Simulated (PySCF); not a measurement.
Ni(CO)4 (C₄NiO₄), SMILES [O+]#[C-]->[Ni](<-[C-]#[O+])(<-[C-]#[O+])<-[C-]#[O+], multiplicity 1. The structure is a stationary point at PBE-D3(BJ)/def2-SVP. The spin state was assumed, not searched. The isomer is the one that the SMILES or the coordinates give; other isomers of the formula were not compared.

Question: Give the equilibrium geometry at PBE-D3(BJ)/def2-SVP (PySCF confirms it by a frequency run) as bond lengths and angles, and its point group. (An estimate is asked for; the answer gives what the named calculation found.)

Answer: point group Td.
Atoms: Ni1 O2 C3 O4 C5 O6 C7 O8 C9. Bond lengths (Å): Ni1–C3 1.816, Ni1–C5 1.816, Ni1–C7 1.816, Ni1–C9 1.816, O2–C3 1.154, O4–C5 1.154, O6–C7 1.154, O8–C9 1.154. Bond angles (°): C3–Ni1–C5 109.5, C3–Ni1–C7 109.5, C3–Ni1–C9 109.5, C5–Ni1–C7 109.5, C5–Ni1–C9 109.5, C7–Ni1–C9 109.5, Ni1–C3–O2 180.0, Ni1–C5–O4 180.0, Ni1–C7–O6 180.0, Ni1–C9–O8 180.0.
Charge 0, spin multiplicity 1.
